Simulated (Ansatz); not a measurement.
One change: `CNC(O)F` becomes `BNC(O)F`.

Ansatz, PBE0-D4/def2-TZVP geometries, multiplicity 1. Each molecule was computed in one conformer, which needn't be the lowest.

| property | `CNC(O)F` |
| --- | --- |
| HOMO–LUMO gap (PBE0/def2-TZVPP) / eV | 8.50 |
| HOMO–LUMO gap (PBE/def2-TZVPP) / eV | 6.15 |
| LUMO energy (ωB97M-V/def2-TZVPP) / eV | 2.42 |
| HOMO–LUMO gap (B3LYP/def2-TZVPP) / eV | 7.89 |
| HOMO–LUMO gap (ωB97M-V/def2-TZVPP) / eV | 12.31 |
| size of the dipole moment (PBE/def2-TZVPP) / D | 2.63 |

(1) Give the same properties after the change, and the shifts. (An estimate is asked.)

Answers

(1) Computed: 
```json
{"property": "HOMO–LUMO gap (PBE0/def2-TZVPP) / eV", "`BNC(O)F`": "8.44", "shift": "-0.06"}
{"property": "HOMO–LUMO gap (PBE/def2-TZVPP) / eV", "`BNC(O)F`": "5.96", "shift": "-0.19"}
{"property": "LUMO energy (ωB97M-V/def2-TZVPP) / eV", "`BNC(O)F`": "1.53", "shift": "-0.89"}
{"property": "HOMO–LUMO gap (B3LYP/def2-TZVPP) / eV", "`BNC(O)F`": "7.94", "shift": "0.05"}
{"property": "HOMO–LUMO gap (ωB97M-V/def2-TZVPP) / eV", "`BNC(O)F`": "12.70", "shift": "0.39"}
{"property": "size of the dipole moment (PBE/def2-TZVPP) / D", "`BNC(O)F`": "1.74", "shift": "-0.89"}
```

With PBE0 the HOMO falls by 1.27 eV and the LUMO falls by 1.33 eV, so the gap narrows by about 0.06 eV. PBE moves the HOMO by -1.25 eV and ωB97M-V by -1.28 eV. Dipoles are sizes alone; their direction can turn.

B3LYP here is the variant with VWN-RPA as its local correlation; programs differ in this.
